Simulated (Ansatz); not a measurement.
`[SiH3][SiH]1[SiH2]S1` + NH₃ → `N[SiH]1[SiH2]S1` + SiH₄  (cleavage of the Si–Si bond)

Gas-phase electronic energies from Ansatz, PBE0-D4/def2-TZVP geometries. CCSD(T)/CBS adds triple-zeta CCSD(T) − MP2 to the extrapolated MP2 energy (def2 sets, frozen cores). This one scheme is used for every species. Functionals use def2-TZVPP. B3LYP here is the variant with VWN-RPA as its local correlation; programs differ in this. HSE06 is defined as in plane-wave codes. Each species was taken in one conformer, which may not be the lowest.

```json
{"level": "r2SCAN-D4", "ΔE (kcal/mol)": "-9.3", "difference from CCSD(T)/CBS": "0.5"}
{"level": "PBE0-D4", "ΔE (kcal/mol)": "-7.4", "difference from CCSD(T)/CBS": "2.4"}
{"level": "B3LYP", "ΔE (kcal/mol)": "-11.2", "difference from CCSD(T)/CBS": "-1.4"}
{"level": "HSE06", "ΔE (kcal/mol)": "-7.9", "difference from CCSD(T)/CBS": "1.9"}
{"level": "BHLYP", "ΔE (kcal/mol)": "-12.8", "difference from CCSD(T)/CBS": "-3.0"}
{"level": "LC-ωPBE", "ΔE (kcal/mol)": "-10.2", "difference from CCSD(T)/CBS": "-0.4"}
{"level": "MP2/def2-SVP", "ΔE (kcal/mol)": "-11.1", "difference from CCSD(T)/CBS": "-1.3"}
{"level": "CCSD/def2-SVP", "ΔE (kcal/mol)": "-10.3", "difference from CCSD(T)/CBS": "-0.5"}
{"level": "MP2/def2-TZVPP", "ΔE (kcal/mol)": "-11.3", "difference from CCSD(T)/CBS": "-1.5"}
{"level": "CCSD(T)/def2-TZVPP", "ΔE (kcal/mol)": "-10.1", "difference from CCSD(T)/CBS": "-0.3"}
{"level": "CCSD(T)/CBS", "ΔE (kcal/mol)": "-9.8", "difference from CCSD(T)/CBS": "0"}
```

Largest T1 diagnostic among the species: 0.014.

The D4 term adds +0.9 kcal/mol with B3LYP and +0.6 kcal/mol with PBE0; it sums over pairs of atoms, weighted by their polarisabilities, and B3LYP, whose exchange is more repulsive, gets the larger term. From BLYP to BHLYP (50 % exact exchange), in def2-TZVPP and without D4, ΔE moves by −2.3 kcal/mol.
